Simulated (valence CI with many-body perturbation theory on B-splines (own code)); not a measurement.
## Mo²⁷⁺: fill in the table

Calculated by relativistic CI+MBPT: five valence electrons over a frozen Dirac-Fock core [Ne], a basis of 11 s, 11 p, 10 d, 8 f, 5 g, 2 h functions for each j, with the one-electron correlation potential Σ1 (screened to all orders), the two-electron term Σ2, the three-electron term Σ3, Breit, model QED; selected single and double excitations, second order for the rest, scaled by the run's own slope (own B-spline code, finite nucleus).

The last digits are not significant, and no measured levels were compared; by estimate large intervals hold to a few tenths of a per cent, small ones and those within an open d or f shell to about a per cent. Among the levels kept, up to 3700 cm⁻¹ of a level comes from second order outside the variational space, and about a tenth of that is noise between levels of different J, which matters for small intervals.

```
                             Level  E (eV)
        (3s^2 3p1/2^2 3p3/2) J=3/2    0.00
        (3s^2 3p1/2 3p3/2^2) J=3/2   19.45
        (3s^2 3p1/2 3p3/2^2) J=5/2   24.89
        (3s^2 3p1/2 3p3/2^2) J=1/2       ?
              (3s^2 3p3/2^3) J=3/2   51.27
        (3s 3p1/2^2 3p3/2^2) J=5/2       ?
        (3s 3p1/2^2 3p3/2^2) J=3/2       ?
        (3s 3p1/2^2 3p3/2^2) J=1/2  102.91
        (3s^2 3p1/2^2 3d3/2) J=3/2  109.85
          (3s 3p1/2 3p3/2^3) J=3/2  116.96
        (3s^2 3p1/2^2 3d5/2) J=5/2  117.80
          (3s 3p1/2 3p3/2^3) J=5/2  120.68
(3s^2 3p1/2 3p3/2 3d3/2) J=3/2 [a]  124.32
(3s^2 3p1/2 3p3/2 3d3/2) J=1/2 [a]  125.45
(3s^2 3p1/2 3p3/2 3d3/2) J=5/2 [a]  127.70
    (3s^2 3p1/2 3p3/2 3d3/2) J=7/2  131.06
(3s^2 3p1/2 3p3/2 3d5/2) J=7/2 [a]       ?
(3s^2 3p1/2 3p3/2 3d3/2) J=1/2 [b]       ?
(3s^2 3p1/2 3p3/2 3d5/2) J=3/2 [a]  136.32
    (3s^2 3p1/2 3p3/2 3d5/2) J=9/2       ?
```

Levels are named by their leading jj configuration (3d3/2^4 stands for four electrons in 3d with j = 3/2), which in mixed levels can hold well under half, so a name can repeat and another be missing. Letters in brackets count levels of one name in rising energy.

Problem. The levels stand in rising order. What does the calculation give for the missing energies?

Solution. (3s^2 3p1/2 3p3/2^2) J=1/2 32.01; (3s 3p1/2^2 3p3/2^2) J=5/2 89.47; (3s 3p1/2^2 3p3/2^2) J=3/2 99.74; (3s^2 3p1/2 3p3/2 3d5/2) J=7/2 [a] 132.79; (3s^2 3p1/2 3p3/2 3d3/2) J=1/2 [b] 133.97; (3s^2 3p1/2 3p3/2 3d5/2) J=9/2 137.51.
